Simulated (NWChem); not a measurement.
System: tert-butyl chloride (C4H9Cl); SMILES CC(C)(Cl)C

Excerpt of the output:

```
             Northwest Computational Chemistry Package (NWChem) 7.3.0
             --------------------------------------------------------

 C3  symmetry detected

                             Geometry "geometry" -> ""
                             -------------------------

 Output coordinates in angstroms (scale by  1.889725989 to convert to a.u.)

  No.       Tag          Charge          X              Y              Z
 ---- ---------------- ---------- -------------- -------------- --------------
    1 C                    6.0000     0.28872974     1.42430002    -0.80633954
    2 C                    6.0000     0.00000000     0.00000000    -0.36017354
    3 C                    6.0000     1.08911513    -0.96219730    -0.80633954
    4 C                    6.0000    -1.37784487    -0.46210272    -0.80633954
    5 Cl                  17.0000     0.00000000    -0.00000000     1.47086046
    6 H                    1.0000     0.29830523     1.47483204    -1.90751354
    7 H                    1.0000    -0.48008992     2.11639457    -0.43396154
    8 H                    1.0000     1.26701624     1.76176161    -0.43501654
    9 H                    1.0000     2.07289642    -0.64242722    -0.43396154
   10 H                    1.0000     0.89222219    -1.97814906    -0.43501654
   11 H                    1.0000     1.12808940    -0.99575592    -1.90751354
   12 H                    1.0000    -1.42639462    -0.47907611    -1.90751354
   13 H                    1.0000    -2.15923843     0.21638745    -0.43501654
   14 H                    1.0000    -1.59280650    -1.47396735    -0.43396154

 Effective nuclear repulsion energy (a.u.)     241.0553994828

      Symmetry information
      --------------------

 Group name             C3
 Group number              5
 Group order               3
 No. of unique centers     6

                                Z-matrix (autoz)
                                --------

 Units are Angstrom for bonds and degrees for angles

      Type          Name      I     J     K     L     M      Value
      ----------- --------  ----- ----- ----- ----- ----- ----------
    1 Stretch                  1     2                       1.52022
    2 Stretch                  1     6                       1.10237
    3 Stretch                  1     7                       1.09943
    4 Stretch                  1     8                       1.09946
    5 Stretch                  2     3                       1.52022
    6 Stretch                  2     4                       1.52022
    7 Stretch                  2     5                       1.83103
    8 Stretch                  3     9                       1.09943
    9 Stretch                  3    10                       1.09946
   10 Stretch                  3    11                       1.10237
   11 Stretch                  4    12                       1.10237
   12 Stretch                  4    13                       1.09946
   13 Stretch                  4    14                       1.09943
   14 Bend                     1     2     3               111.76477
   15 Bend                     1     2     4               111.76477
   16 Bend                     1     2     5               107.06692
   17 Bend                     2     1     6               109.74080
   18 Bend                     2     1     7               110.95085
   19 Bend                     2     1     8               110.94326
   20 Bend                     2     3     9               110.95085
   21 Bend                     2     3    10               110.94326
   22 Bend                     2     3    11               109.74080
   23 Bend                     2     4    12               109.74080
   24 Bend                     2     4    13               110.94326
   25 Bend                     2     4    14               110.95085
   26 Bend                     3     2     4               111.76477
   27 Bend                     3     2     5               107.06692
   28 Bend                     4     2     5               107.06692
   29 Bend                     6     1     7               108.39406
   30 Bend                     6     1     8               108.39503
   31 Bend                     7     1     8               108.33754
   32 Bend                     9     3    10               108.33754
   33 Bend                     9     3    11               108.39406
   34 Bend                    10     3    11               108.39503
   35 Bend                    12     4    13               108.39503
   36 Bend                    12     4    14               108.39406
   37 Bend                    13     4    14               108.33754
   38 Torsion                  1     2     3     9          56.74323
   39 Torsion                  1     2     3    10         177.22450
   40 Torsion                  1     2     3    11         -63.01793
   41 Torsion                  1     2     4    12          63.09026
   42 Torsion                  1     2     4    13         -56.66731
   43 Torsion                  1     2     4    14        -177.14858
   44 Torsion                  3     2     1     6          63.09026
   45 Torsion                  3     2     1     7        -177.14858
   46 Torsion                  3     2     1     8         -56.66731
   47 Torsion                  3     2     4    12         -63.01793
   48 Torsion                  3     2     4    13         177.22450
   49 Torsion                  3     2     4    14          56.74323
   50 Torsion                  4     2     1     6         -63.01793
   51 Torsion                  4     2     1     7          56.74323
   52 Torsion                  4     2     1     8         177.22450
   53 Torsion                  4     2     3     9        -177.14858
   54 Torsion                  4     2     3    10         -56.66731
   55 Torsion                  4     2     3    11          63.09026
   56 Torsion                  5     2     1     6        -179.96384
   57 Torsion                  5     2     1     7         -60.20268
   58 Torsion                  5     2     1     8          60.27860
   59 Torsion                  5     2     3     9         -60.20268
   60 Torsion                  5     2     3    10          60.27860
   61 Torsion                  5     2     3    11        -179.96384
   62 Torsion                  5     2     4    12        -179.96384
   63 Torsion                  5     2     4    13          60.27860
   64 Torsion                  5     2     4    14         -60.20268

  xc_inp: hfexch multiplicative factor not found.

                           NWChem Geometry Optimization
                           ----------------------------

 maximum gradient threshold         (gmax) =   0.000450
 rms gradient threshold             (grms) =   0.000300
 maximum cartesian step threshold   (xmax) =   0.001800
 rms cartesian step threshold       (xrms) =   0.001200
 fixed trust radius                (trust) =   0.300000
 source of zmatrix                         =   autoz

          -------------------
          Energy Minimization
          -------------------

 Using diagonal initial Hessian
 Scaling for Hessian diagonals: bonds = 1.00  angles = 0.25  torsions = 0.10

          --------
          Step   0

                                 NWChem DFT Module
                                 -----------------

 Summary of "ao basis" -> "ao basis" (spherical)
 ------------------------------------------------------------------------------
       Tag                 Description            Shells   Functions and Types
 ---------------- ------------------------------  ------  ---------------------
 C                           sto-3g                  3        5   2s1p
 Cl                          sto-3g                  5        9   3s2p
 H                           sto-3g                  1        1   1s

      Symmetry analysis of basis
      --------------------------

        a          16
        e+         11
        e-         11

  Rotation of axis

            General Information
            -------------------
          SCF calculation type: DFT
          Wavefunction type:  closed shell.
          No. of atoms     :    14
          No. of electrons :    50
           Alpha electrons :    25
            Beta electrons :    25
          Charge           :     0
          Spin multiplicity:     1
          Use of symmetry is: on ; symmetry adaption is: on
          Maximum number of iterations: 150
          AO basis - number of functions:    38
                     number of shells:    26
          Convergence on energy requested:  1.00D-06
          Convergence on density requested:  1.00D-05
          Convergence on gradient requested:  5.00D-04

              XC Information
              --------------
                     Hartree-Fock (Exact) Exchange  1.000

      Superposition of Atomic Density Guess
      -------------------------------------

 Sum of atomic energies:        -607.46376503

      Non-variational initial energy
      ------------------------------

 Total energy =    -608.419448
 1-e energy   =   -1317.389574
 2-e energy   =     467.914727
 HOMO         =      -0.225862
 LUMO         =       0.294678

      Symmetry analysis of molecular orbitals - initial
      -------------------------------------------------

  Numbering of irreducible representations:

     1 a           2 e+          3 e-

  Orbital symmetries:

     1 a           2 a           3 e+          4 e+          5 a
     6 a           7 a           8 e+          9 e+         10 a
    11 e+         12 e+         13 a          14 a          15 a
    16 e+         17 e+         18 e+         19 e+         20 a
    21 a          22 e+         23 e+         24 e+         25 e+
    26 a          27 e+         28 e+         29 a          30 a
    31 e+         32 e+         33 e+         34 e+         35 a

   convergence    iter        energy       DeltaE   RMS-Dens  Diis-err
 ---------------- ----- ----------------- --------- --------- ---------
 d= 0,ls=0.0,diis     1   -609.3937655278 -8.50D+02  2.23D-02  3.20D-01
 d= 0,ls=0.0,diis     2   -609.4619531374 -6.82D-02  5.14D-03  3.69D-02
 d= 0,ls=0.0,diis     3   -609.4678011335 -5.85D-03  1.88D-03  1.55D-03
 d= 0,ls=0.0,diis     4   -609.4682215240 -4.20D-04  1.19D-04  1.45D-05
 d= 0,ls=0.0,diis     5   -609.4682245447 -3.02D-06  3.94D-05  8.89D-07
 d= 0,ls=0.0,diis     6   -609.4682248086 -2.64D-07  7.05D-06  1.88D-08

         Total DFT energy =     -609.468224808628
      One electron energy =    -1317.738466789813
           Coulomb energy =      518.801349686871
    Exchange-Corr. energy =      -51.586507188470
 Nuclear repulsion energy =      241.055399482785

 Numeric. integr. density =        0.000000000000

                  Occupations of the irreducible representations
                  ----------------------------------------------

[...]

      ----------------------
      Optimization converged
      ----------------------

  Step       Energy      Delta E   Gmax     Grms     Xrms     Xmax
  ---- ---------------- -------- -------- -------- -------- --------
@    5    -609.47163059 -1.0D-07  0.00001  0.00000  0.00021  0.00043
                                     ok       ok       ok       ok

                                Z-matrix (autoz)
                                --------

 Units are Angstrom for bonds and degrees for angles

[...]

 Rotational Constants
 --------------------
 A=   0.148097 cm-1  (  0.213073 K)
 B=   0.098283 cm-1  (  0.141404 K)
 C=   0.098283 cm-1  (  0.141404 K)

 Temperature                      =   298.15K
 frequency scaling parameter      =   1.0000

 Zero-Point correction to Energy  =   91.656 kcal/mol  (  0.146063 au)
 Thermal correction to Energy     =   95.507 kcal/mol  (  0.152200 au)
 Thermal correction to Enthalpy   =   96.099 kcal/mol  (  0.153144 au)

 Total Entropy                    =   74.594 cal/mol-K
   - Translational                =   39.453 cal/mol-K (mol. weight =  92.0393)
   - Rotational                   =   24.331 cal/mol-K (symmetry #  =        3)
   - Vibrational                  =   10.810 cal/mol-K

 Cv (constant volume heat capacity) =   21.429 cal/mol-K
   - Translational                  =    2.979 cal/mol-K
   - Rotational                     =    2.979 cal/mol-K
   - Vibrational                    =   15.470 cal/mol-K

[normal modes left out]

 ----------------------------------------------------------------------------
 Normal Eigenvalue ||           Projected Infra Red Intensities
  Mode   [cm**-1]  || [atomic units] [(debye/angs)**2] [(KM/mol)] [arbitrary]
 ------ ---------- || -------------- ----------------- ---------- -----------
    1       -0.000 ||    0.000187           0.004         0.183       0.432
    2        0.000 ||    0.000922           0.021         0.899       2.127
    3        0.000 ||    0.000894           0.021         0.871       2.062
    4        0.000 ||    0.000936           0.022         0.913       2.161
    5        0.000 ||    0.000891           0.021         0.869       2.057
    6        0.000 ||    0.000086           0.002         0.084       0.198
    7      235.505 ||    0.000000           0.000         0.000       0.000
    8      278.394 ||    0.000020           0.000         0.020       0.047
    9      278.395 ||    0.000020           0.000         0.020       0.047
   10      321.064 ||    0.001851           0.043         1.805       4.272
   11      321.064 ||    0.001851           0.043         1.805       4.272
   12      404.729 ||    0.001431           0.033         1.395       3.303
   13      439.831 ||    0.001388           0.032         1.354       3.204
   14      439.832 ||    0.001388           0.032         1.354       3.204
   15      719.065 ||    0.021559           0.497        21.017      49.745
   16      995.653 ||    0.011915           0.275        11.615      27.493
   17     1121.436 ||    0.001041           0.024         1.014       2.401
   18     1121.436 ||    0.001041           0.024         1.014       2.401
   19     1162.445 ||    0.000000           0.000         0.000       0.000
   20     1239.026 ||    0.000144           0.003         0.141       0.333
   21     1239.026 ||    0.000144           0.003         0.141       0.333
   22     1447.366 ||    0.092929           2.144        90.592     214.424
   23     1508.406 ||    0.016337           0.377        15.926      37.695
   24     1508.406 ||    0.016337           0.377        15.926      37.695
   25     1718.483 ||    0.000306           0.007         0.299       0.707
   26     1718.483 ||    0.000306           0.007         0.299       0.707
   27     1737.429 ||    0.000013           0.000         0.012       0.029
   28     1806.821 ||    0.000000           0.000         0.000       0.000
   29     1813.369 ||    0.000323           0.007         0.315       0.746
   30     1813.369 ||    0.000323           0.007         0.315       0.746
   31     1819.298 ||    0.001844           0.043         1.798       4.256
   32     1819.298 ||    0.001844           0.043         1.798       4.256
   33     1828.612 ||    0.002838           0.065         2.767       6.549
   34     3573.866 ||    0.000126           0.003         0.122       0.290
   35     3573.866 ||    0.000126           0.003         0.122       0.290
   36     3574.747 ||    0.000626           0.014         0.610       1.444
   37     3754.312 ||    0.000009           0.000         0.009       0.021
   38     3754.312 ||    0.000009           0.000         0.009       0.021
   39     3756.660 ||    0.000010           0.000         0.009       0.022
   40     3765.358 ||    0.000000           0.000         0.000       0.000
   41     3767.707 ||    0.000002           0.000         0.002       0.006
   42     3767.707 ||    0.000002           0.000         0.002       0.006
 ----------------------------------------------------------------------------
```

Level: Hartree-Fock/STO-3G. 

**Question.** Which NWChem input produces such a log?

**Answer.** This is not unique; one that fits is the input that was run:
```
start job
memory heap 200 mb stack 900 mb global 1100 mb
geometry units angstroms
  C     -0.305712     1.420752    -0.802521
  C      0.000000     0.000000    -0.356355
  C      1.383263    -0.445622    -0.802521
  C     -1.077551    -0.975130    -0.802521
  Cl     0.000000     0.000000     1.474679
  H     -0.317170     1.470890    -1.903695
  H     -1.287326     1.747113    -0.430143
  H      0.455614     2.121686    -0.431198
  H      2.156707     0.241301    -0.430143
  H      1.609627    -1.455416    -0.431198
  H      1.432414    -0.460768    -1.903695
  H     -1.115243    -1.010123    -1.903695
  H     -2.065240    -0.666270    -0.431198
  H     -0.869381    -1.988414    -0.430143
end
basis spherical
  * library sto-3g
end
dft
  xc hfexch
  iterations 150
end
driver
  maxiter 120
end
task dft optimize
task dft freq
```
